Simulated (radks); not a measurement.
Results of a calculation; reference values are marked as such.
Question: Mn2+, 23 electrons, occupied as [Ar] 3d5. Level of theory: non-relativistic Kohn-Sham, LDA (Slater exchange, Perdew-Wang correlation), spin-unpolarised, spherical densities, point nucleus (a radial shooting solver on a logarithmic mesh with Libxc functionals). Some entries of the table are withheld. Estimate them.

| orbital | occ. | eigenvalue (eV) | r(max) (bohr) | <1/r> (bohr^-1) |
|---|---|---|---|---|
| 1s | 2 | -6377.246 | 0.04061 | (1) |
| 2s | 2 | -748.6620 | 0.2357 | 5.209 |
| 2p | 6 | -645.2893 | 0.1894 | 5.166 |
| 3s | 2 | -101.5314 | (2) | 1.638 |
| 3p | 6 | -72.0062 | 0.7546 | 1.515 |
| 3d | 5 | -24.7761 | 0.7545 | 1.168 |

Answer: 
(1) 1s <1/r> (bohr^-1): 24.48
(2) 3s r(max) (bohr): 0.7441
